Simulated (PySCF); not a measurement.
# What a mistake does to a calculation on AlBCH5N

Calculated results; nothing here was measured. They come from PySCF 2.14.0, an open-source quantum chemistry program, on an isolated molecule that a program drew, which may never have been made. The molecule is AlBCH5N (charge 0, singlet), drawn as the SMILES string `B[CH2][Al]=[NH]`.

Each row is a Hartree-Fock (HF) and frozen-core CCSD(T) single point in the cc-pV(D+d)Z basis, meant for a local HF minimum. Run 1 is clean. Each other run has one planted mistake out of seven kinds, and not every kind appears here: one electron removed, one electron added, multiplicity raised by two, geometry at a saddle point, minimal basis STO-3G, one bond length entered in bohr, all coordinates scaled. The reference is restricted for singlets and unrestricted otherwise, and also for a bond in bohr. Adding or removing an electron swaps singlet and doublet. Electrons count all cores. HOMO and LUMO are orbital energies over both spins, the gradient is its largest component, and the lowest frequency (negative if imaginary) is given only where the gradient is small. Bond lengths are over the 8 bonds as drawn. T1 is the CCSD diagnostic: over 0.02 (restricted) or 0.045 (unrestricted) a single reference is doubtful.

Geometry of the clean run:
```xyz
9
AlBCH5N, angstrom
B    -0.5647    1.4524    0.2439
C     0.7964    2.1604    0.4777
Al    2.2095    1.1707   -0.4403
N     3.3738    0.3768   -1.1819
H    -0.9361    0.5855    0.9874
H    -1.2386    1.7278   -0.7111
H     1.1270    2.1727    1.5214
H     0.8640    3.1647    0.0469
H     4.1137   -0.1000   -1.6350
```

```
run  electrons  basis functions  <S^2>  HOMO (eV)  LUMO (eV)  gradient (hartree/bohr)  lowest frequency (cm^-1)  mean bond (Å)  longest bond (Å)      T1  HF (hartree)  CCSD(T) (hartree)                          mistake
  1         36               90  0.000      -9.03       1.71                  1.2e-05                       114         1.3350             1.954  0.0207    -361.78004         -362.29576                         no fault
  2         36               90  0.630      -9.11       1.27                  1.9e-02                         -         1.4686             2.269  0.0641    -361.65832         -362.17616  one bond length entered in bohr
  3         36               90  0.000      -8.60       1.30                  4.3e-02                         -         1.4245             2.085  0.0242    -361.74585         -362.27712           all coordinates scaled
  4         36               90  2.013      -5.02       0.50                  9.2e-02                         -         1.3350             1.954  0.0305    -361.69884         -362.17437       multiplicity raised by two
  5         37               90  0.778       0.22       6.70                  2.1e-02                         -         1.3350             1.954  0.0289    -361.74186         -362.27782                                ?
  6         35               90  0.759     -17.01      -5.49                  7.4e-02                         -         1.3350             1.954  0.0130    -361.53815         -361.99194                                ?
```

**Which mistake was planted in run 5, and what did it cost?**

It counts 37 electrons, one more than the clean run, at the same geometry and basis. So the mistake is: one electron added. Subtracting run 1 and multiplying by 627.51 kcal/mol a hartree, the energy moved by 24.0 kcal/mol in HF and 11.3 kcal/mol in CCSD(T).

**Which mistake was planted in run 6, and what did it cost?**

It counts 35 electrons, one fewer than the clean run, at the same geometry and basis. So the mistake is: one electron removed. Subtracting run 1 and multiplying by 627.51 kcal/mol a hartree, the energy moved by 151.8 kcal/mol in HF and 190.6 kcal/mol in CCSD(T).

Cautions from the logs. Run 1: T1 is over the limit, so its CCSD(T) energy is less reliable; run 2: T1 is over the limit, so its CCSD(T) energy is less reliable; run 3: T1 is over the limit, so its CCSD(T) energy is less reliable; run 5: the HOMO is above zero, so the electron isn't bound and the energy depends on the basis.
